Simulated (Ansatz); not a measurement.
ClHSn (SMILES [Cl][SnH]) moved off its minimum; all values from Ansatz (a quantum-chemistry and plane-wave program), cores frozen in correlated methods. Elements past Kr take the def2 small-core potentials, without spin–orbit coupling.
(charge 0, multiplicity 1)
```xyz
3

Sn    -0.37166    -0.33070     0.38111
H     -1.54758    -0.93109    -0.84105
Cl     1.01709     0.94370    -1.21644
```

Forces at PBE/def2-TZVPP (eV/Å):

| atom | Fx | Fy | Fz |
|---|---|---|---|
| Sn1 | 0.418 | 0.360 | -0.355 |
| H2 | 0.039 | 0.041 | -0.074 |
| Cl3 | -0.457 | -0.402 | 0.429 |

### Question
Give the forces (eV/Å), the total energy and the dipole at CCSD(T)/def2-TZVPPD.

### Answer

| atom | Fx | Fy | Fz |
|---|---|---|---|
| Sn1 | 0.377 | 0.367 | -0.545 |
| H2 | 0.155 | 0.102 | 0.038 |
| Cl3 | -0.532 | -0.469 | 0.507 |
Energy -673.8016 hartree, dipole 3.25 D.
